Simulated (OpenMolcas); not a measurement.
**Ni7+, Pd7+, Pt7+: d³ down the group**

```yaml
Program: OpenMolcas 26.06
Method: SS-CASPT2, IPEA 0.25 Eh, imaginary shift 0.1 Eh
Basis: ANO-RCC-VQZP
Scalar_Hamiltonian: DKH2, point nucleus
Spin-orbit_coupling: RASSI with atomic mean-field integrals over the reference wave functions, term energies averaged over their components
```

Active space for each ion: 3 electrons in 10 orbitals (d d); closed shells correlated by CASPT2: Ni7+ 3s 3p; Pd7+ 4s 4p; Pt7+ 5s 5p.

Computed levels in cm-1 above ⁴F_3/2:

```tsv
Level	Ni7+	Pd7+	Pt7+
⁴F_5/2	956	2320	9890
⁴F_7/2	2220	4990	16750
⁴P_1/2	23780	16710	22140
⁴P_5/2	25310	20220	33530
²G_7/2	25990	19870	31410
²G_9/2	27220	21170	51460
²P_3/2	32930	31900	55440
²P_1/2	33400	25590	39590
²H_9/2	36440	28560	33200
weight of ⁴F in the lowest level (%)	100	97	77
```

Mixed levels, with the weight of the term that names them: Ni7+ ²P_3/2 (54 %), Pd7+ ²G_9/2 (62 %), Pd7+ ²P_3/2 (55 %), Pd7+ ²H_9/2 (66 %), Pt7+ ⁴P_1/2 (67 %), Pt7+ ²G_7/2 (75 %), Pt7+ ²G_9/2 (58 %), Pt7+ ²P_3/2 (56 %), Pt7+ ²P_1/2 (67 %), Pt7+ ²H_9/2 (54 %).

Measured, with the error of the calculation in %. Measured levels: Ni7+ from Corliss and Sugar, J. Phys. Chem. Ref. Data 10, 197 (1981).

| Level | Ni7+ |
| --- | --- |
| ⁴F_5/2 | 1012 (-5.6) |
| ⁴F_7/2 | 2184 (+1.5) |
| ⁴P_1/2 | 23261 (+2.2) |
| ⁴P_5/2 | 24669 (+2.6) |

The fine-structure level ⁴F_7/2 changes by a factor of 7.55 from Ni7+ to Pt7+.

Without spin-orbit coupling ⁴P lies 22600, 14250, 13250 cm-1 above ⁴F in that order; the difference to the level ⁴P_1/2, of either sign, comes from spin-orbit coupling, which also lowers the zero.

CASPT2 does not keep the components of a term degenerate, so their means are used; among the terms shown or strongly mixed into the levels shown the widest spread is 810 cm-1 (4d³ ⁴F, Pd7+). Active for correlation alone: 4d; no level in the range computed is led by a configuration that fills it, so any true level of that kind is missing (holds for Ni7+). Active for correlation alone: 5d; no level in the range computed is led by a configuration that fills it, so any true level of that kind is missing (holds for Pd7+). Active for correlation alone: 6d; no level in the range computed is led by a configuration that fills it, so any true level of that kind is missing (holds for Pt7+). Computed and measured levels are paired by configuration, term and J; levels that our copy of the source lacks, or whose pairing is in doubt (as where it misses far off the trend of its configuration), stay unpaired and out of the deviations. Only configurations of the active space appear.
